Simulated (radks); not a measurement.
Task: Hg32+, 48 electrons, occupied as [Kr] 4d10 4f2. Method: scalar-relativistic Kohn-Sham, PBE, spin-polarised, spherical densities, finite nucleus; open shells are filled with parallel spins first (spin-orbit coupling, left out, can overturn this in heavy ions); Fermi nuclear charge, rms radius 5.4648 fm; computed with a radial shooting solver on a logarithmic mesh with Libxc functionals. Some entries of the table are withheld. Estimate them.

orbital  occ.  eigenvalue (eV)  <r^2> (bohr^2)  <1/r> (bohr^-1)
1s down     1        -84325.76       0.0003810            97.53
1s up       1        -84325.75       0.0003810            97.53
2s up       1        -15930.77        0.005800            22.88
2s down     1        -15930.68        0.005800            22.88
2p up       3        -13905.65        0.004901            20.28
2p down     3        -13905.57        0.004901            20.28
3s up       1        -4691.856         0.03707            8.515
3s down     1        -4689.109         0.03704            8.519
3p up       3        -4105.565         0.03809            7.754
3p down     3        -4102.773         0.03805            7.759
3d up       5        -3491.142         0.03148            7.284
3d down     5        -3489.020         0.03144            7.288
4s up       1        -1863.529          0.1614            3.882
4s down     1        -1859.598          0.1615            3.878
4p up       3        -1657.571          0.1773              (1)
4p down     3        -1653.859          0.1776              (2)
4d up       5        -1420.772          0.1842            3.298
4d down     5        -1417.069          0.1845            3.293
4f up       2        -1174.489          0.1664            3.043
4f down     0        -1170.196          0.1669            3.040

Result: 
(1) 4p up <1/r> (bohr^-1): 3.563
(2) 4p down <1/r> (bohr^-1): 3.559
